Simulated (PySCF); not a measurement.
B(vinyl)(OMe)(NH2) (C3H8BNO), SMILES C=CB(N)OC. Atoms are numbered in the order given.

```xyz
14

B     -0.4117    -0.0324     0.0000
C     -0.3720    -1.5992     0.0000
C      0.7728    -2.2924     0.0000
H     -1.3140    -2.1647     0.0000
H      0.8023    -3.3875     0.0000
H      1.7366    -1.7717     0.0000
O      0.7907     0.6295     0.0000
C      0.8626     2.0211     0.0000
H      0.3858     2.4631    -0.8952
H      1.9206     2.3227     0.0000
H      0.3858     2.4631     0.8952
N     -1.6429     0.6565     0.0000
H     -2.5257     0.1665     0.0000
H     -1.7389     1.6620     0.0000
```
Charge 0, spin multiplicity 1.

Coordinates come from a PBE0-D3(BJ)/def2-SVP optimisation. Other conformers were not sampled.

Method: TDA-PBE/def2-SVPD in PySCF.

Vertical excitations. The molecule is in vacuum. State labels are in the subgroup Cs.

Computed excitation energies, oscillator strengths and character:
```json
[
 {"state": "S1", "symmetry": "A'", "energy (eV)": "5.46", "λ (nm)": "227", "f": "0.031", "main pairs": "HOMO−1→LUMO 91 %"},
 {"state": "S2", "symmetry": "A\"", "energy (eV)": "5.93", "λ (nm)": "209", "f": "0.000", "main pairs": "HOMO→LUMO+1 98 %"},
 {"state": "S3", "symmetry": "A\"", "energy (eV)": "6.03", "λ (nm)": "206", "f": "0.000", "main pairs": "HOMO−2→LUMO 91 %"},
 {"state": "S4", "symmetry": "A\"", "energy (eV)": "6.09", "λ (nm)": "204", "f": "0.033", "main pairs": "HOMO−1→LUMO+1 98 %"},
 {"state": "S5", "symmetry": "A'", "energy (eV)": "6.47", "λ (nm)": "192", "f": "0.411", "main pairs": "HOMO→LUMO 60 %, HOMO−4→LUMO 33 %"},
 {"state": "S6", "symmetry": "A\"", "energy (eV)": "6.48", "λ (nm)": "191", "f": "0.000", "main pairs": "HOMO−3→LUMO 91 %"},
 {"state": "S7", "symmetry": "A\"", "energy (eV)": "6.76", "λ (nm)": "183", "f": "0.005", "main pairs": "HOMO→LUMO+2 100 %"},
 {"state": "S8", "symmetry": "A\"", "energy (eV)": "6.90", "λ (nm)": "180", "f": "0.000", "main pairs": "HOMO−1→LUMO+2 100 %"},
 {"state": "S9", "symmetry": "A'", "energy (eV)": "6.94", "λ (nm)": "179", "f": "0.002", "main pairs": "HOMO−2→LUMO+1 100 %"},
 {"state": "S10", "symmetry": "A\"", "energy (eV)": "7.04", "λ (nm)": "176", "f": "0.022", "main pairs": "HOMO→LUMO+3 99 %"},
 {"state": "T1", "symmetry": "A'", "energy (eV)": "4.06", "λ (nm)": "306", "f": "0", "main pairs": "HOMO→LUMO 90 %"},
 {"state": "T2", "symmetry": "A'", "energy (eV)": "4.88", "λ (nm)": "254", "f": "0", "main pairs": "HOMO−1→LUMO 92 %"},
 {"state": "T3", "symmetry": "A\"", "energy (eV)": "5.72", "λ (nm)": "217", "f": "0", "main pairs": "HOMO−2→LUMO 83 %, HOMO−3→LUMO 17 %"},
 {"state": "T4", "symmetry": "A\"", "energy (eV)": "5.84", "λ (nm)": "212", "f": "0", "main pairs": "HOMO→LUMO+1 86 %, HOMO−1→LUMO+1 14 %"}
]
```
Triplets are in the Tamm–Dancoff approximation.
